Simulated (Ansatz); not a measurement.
A run for Ansatz (a program for electronic structure): R-wB97M-V/def2-TZVPP on CH3FOSi (SMILES CO[Si]F), a point of a torsion scan.

Ansatz 0.2 input:
```yaml
crystal:
  periodic: [false, false, false]
  atoms:
    - {symbol: C, position_ang: [-0.85242196, -0.02241774, 0.12165194]}
    - {symbol: O, position_ang: [0.05227506, 1.04795895, 0.08463335]}
    - {symbol: Si, position_ang: [0.68949094, 1.98925986, -1.04934759]}
    - {symbol: F, position_ang: [0.06381618, 1.30175504, -2.40875944]}
    - {symbol: H, position_ang: [-0.68866038, -0.70410493, -0.71525265]}
    - {symbol: H, position_ang: [-1.87576330, 0.35699915, 0.07879994]}
    - {symbol: H, position_ang: [-0.70464449, -0.55814458, 1.06065696]}
basis:
  gaussian:
    orbitals: def2-TZVPP
hamiltonian:
  xc: {name: wB97M-V}
scf: {lower_state_search: off}
```

The head of its log:

```
WARN ansatz: RAYON_NUM_THREADS=1 ignored (pool sized by the plan → 1); use --threads N
Functional definition: wB97M-V
these checks for a lower state are left out or cut short: stability, starts, cluster_reference, orbital_swaps, neighbouring_geometries, increment
integrals: 0.11 GiB planned
955 factors; their error is unknown
integrals: 0.14 GiB planned
208 factors; integrals over basis functions are off by at most 1.2e-5 eV
mean field: 0.93 GiB planned
mean field evaluation 1: about -13724.9334 eV, gradient 5.4e1 eV
mean field evaluation 2: about -13723.6128 eV, gradient 6.5e1 eV
```

**Question.** Predict the final total energy.

**Answer.** -504.5635 hartree.
